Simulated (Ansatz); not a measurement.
Reaction (cleavage of the B–B bond): `BBB[SeH]` + HCl → `BBCl` + `B[SeH]`

Gas-phase electronic energies from Ansatz, PBE0-D4/def2-TZVP geometries. CCSD(T)/CBS is the MP2 limit (def2-TZVPP, def2-QZVPP) plus CCSD(T) − MP2 in def2-TZVPP, frozen cores. This one scheme is used for every species. For Se outer-core shells are correlated without core-valence functions, which leaves a few kJ/mol of doubt a bond. Scalar relativity is left out up to krypton. Each species was taken in one conformer, which may not be the lowest.

```
   species  CCSD(T)/CBS(def2) energy (Eh)
`BBB[SeH]`                    -2478.04994
       HCl                     -460.38127
    `BBCl`                     -511.15624
  `B[SeH]`                    -2427.30556
```

Problem. Work out ΔE.

Solution. ΔE = (-511.15624) + (-2427.30556) − (-2478.04994) − (-460.38127) = -0.03059 Eh = -80.3 kJ/mol.

Largest T1 diagnostic among the species: 0.014.

From r2SCAN to r2SCAN0 (25 % exact exchange), in def2-TZVPP and without D4, ΔE moves by −4.9 kJ/mol. In def2-TZVPP, CCSD(T) changes the Hartree–Fock value by +15.3 kJ/mol (the triples alone add +0.4 kJ/mol) and MP2 by +9.2 kJ/mol. At CCSD(T), def2-SVP lies −12.8 kJ/mol from the extrapolated value and def2-TZVPP −0.9 kJ/mol.
